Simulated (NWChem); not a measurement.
System: C₄H₄OS; SMILES C=C=CSC=O

Input file for NWChem:

```
start job
memory heap 200 mb stack 900 mb global 1100 mb
geometry units angstroms noautosym nocenter noautoz
  C      1.042252     2.644461    -0.169449
  C      0.057260     1.793840    -0.049019
  C     -0.934798     0.943311     0.067601
  S     -0.884476    -0.717438    -0.550985
  C      0.646242    -1.290165     0.176480
  O      1.098137    -2.374957    -0.019669
  H      1.837838     2.710917     0.580334
  H      1.097925     3.321164    -1.029389
  H     -1.864384     1.229333     0.572625
  H      1.111355    -0.507020     0.825482
end
basis spherical
  * library pcsseg-1
end
dft
  xc xpbe96 cpbe96
  iterations 150
end
property
  shielding
end
task dft property
```

Coordinates come from a PBE0/def2-SVP optimisation.

GIAO values for the isolated, static molecule; σ is the absolute isotropic shielding, δ = σ(reference) − σ with the isolated reference molecule computed at the same levels (13C: tetramethylsilane, 1H: tetramethylsilane).

Atoms are numbered as in the input.

Problem. Give the results of this calculation. (PBE/pcSseg-1, GIAO.) Quantities: δ C1 (ppm); δ C2 (ppm); δ C3 (ppm); σ S4 (ppm); δ C5 (ppm); δ H9 (ppm); δ H10 (ppm).

Solution. The δ C1 (ppm) is 81.9 and the δ C2 (ppm) is 221.5. The δ C3 (ppm) is 88.2. The σ S4 (ppm) comes out as 265.6. The δ C5 (ppm) is 190.8 and the δ H9 (ppm) is 6.10. The δ H10 (ppm) is 9.56.
